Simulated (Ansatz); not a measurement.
Molecule: BeH2, charge 0, multiplicity 1. 
Structure (B3LYP-D3(BJ)/def2-TZVP (Ansatz, a first-principles code) minimum search):
SMILES: [BeH2]
```xyz
3

Be     0.0000     0.0000     0.0000
H      0.0000     0.0000     1.3301
H      0.0000     0.0000    -1.3301
```
Charge 0, spin multiplicity 1.

Parts of the frozen-core correlation energy in 6-31G (Ansatz, hartree). Frozen orbitals: 1; correlated occupied orbitals by spin: 2 and 2; virtual: 10 and 10. No spin-orbit coupling. Non-relativistic.

```
term                           value
-------------------------  ---------
reference (HF)             -15.75936
MP2 opposite-spin           -0.02778
MP2 same-spin               -0.00055
CCSD correlation            -0.03968
(T)                         -0.00026
FCI minus CCSD(T)           -0.00018
T1 diagnostic                  0.008
largest doubles amplitude      0.054
```
